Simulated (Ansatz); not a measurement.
Total energies of ClGeH2 (`[Cl][GeH2]`) radical.

```xyz
4

Cl   -0.643   -1.742    0.272
Ge   -0.297    0.376    0.071
H     0.836    0.740    1.058
H     0.104    0.626   -1.401
```

Total charge 0; spin multiplicity 2. Correlated methods include outer-core shells of Ge, which these sets cover unevenly. Scalar relativity is left out up to krypton. Geometry: relaxed with PBE0-D4/def2-TZVP. Basis def2-TZVPP, Ansatz 0.2.0.

RPA on PBE orbitals: Hartree–Fock energy of these orbitals -2536.00982 Eh, correlation -0.70789 Eh (frozen core).

```tsv
functional	energy without D4 (Eh)	D4 term (kJ/mol)
LDA (SPW92)	-2533.74175	–
PBE	-2537.90524	-6.2
revPBE	-2538.16998	-17.0
BLYP	-2538.46334	-13.7
r2SCAN	-2538.37347	-1.3
B97M-V	-2537.90470	–
PBE0	-2537.99796	-5.2
B3LYP	-2538.47689	-10.3
r2SCANh	-2538.36437	-1.4
r2SCAN0	-2538.35168	-1.6
HSE06 (plane-wave form)	-2537.99075	-4.9
BHLYP	-2538.39264	-8.9
CAM-B3LYP	-2538.54526	-5.4
LC-ωPBE	-2538.01333	–
ωB97X-V	-2538.14974	–
ωB97M-V	-2538.26567	–
B2PLYP	-2537.91073	–
PBE-QIDH	-2537.58502	–
```

B3LYP takes the VWN-RPA correlation (the form of Gaussian; ORCA's B3LYP/G). HSE06 is the plane-wave form, built on full-range PBE exchange. The double hybrids freeze the cores in their second-order part.

LC-ωPBE has ω = 0.4 bohr⁻¹.
